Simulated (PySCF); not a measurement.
Exercise with solution: entropy of an ideal gas

AsH₄Si, SMILES [SiH2][AsH2], multiplicity 2.

Coordinates come from a B3LYP-D3(BJ)/def2-TZVP optimisation. The isomer is the one that the SMILES or the coordinates give; other isomers of the formula were not compared.

B3LYP-D3(BJ)/def2-TZVP (PySCF 2.14.0) gives the harmonic wavenumbers 158, 343, 453, 488, 702, 720, 916, 977, 2160, 2175, 2182, 2194 cm⁻¹ and the rotational temperatures 2.8594, 0.1875, 0.1842 K. The molar mass is 107.04 g/mol, the symmetry number 1, the spin multiplicity 2.

Work out the entropy at 298.15 K and 1 atm in the rigid-rotor, harmonic-oscillator model.


Translation (Sackur–Tetrode at 1 atm): S = R[1.5 ln M + 2.5 ln T − 1.16487] = 167.0 J/(mol K).
Rotation: q = (√π/σ) T^1.5/√(θA θB θC) = 29000, S = R[ln q + 3/2] = 97.9 J/(mol K).
Vibration: with u = 1.4388 ν/T, each mode gives R[u/(e^u − 1) − ln(1 − e^−u)]:
```
ν (cm⁻¹)  modes     u  S (J/(mol K))
--------  -----  ----  -------------
158           1  0.76          10.77
343           1  1.66           5.01
453           1  2.19           3.29
488           1  2.35           2.88
702           1  3.39           1.27
720           1  3.47           1.19
916           1  4.42           0.55
977           1  4.71           0.43
```
The stiffer modes add less than 0.005 each. Sum 25.4 J/(mol K).
Spin: R ln 2 = 5.8 J/(mol K).
Total 296.1 J/(mol K); the program's own thermochemistry gives 296.1. Translation makes up 56 % and vibration 9 %. Anharmonicity, hindered rotation and orbital degeneracy are left out.
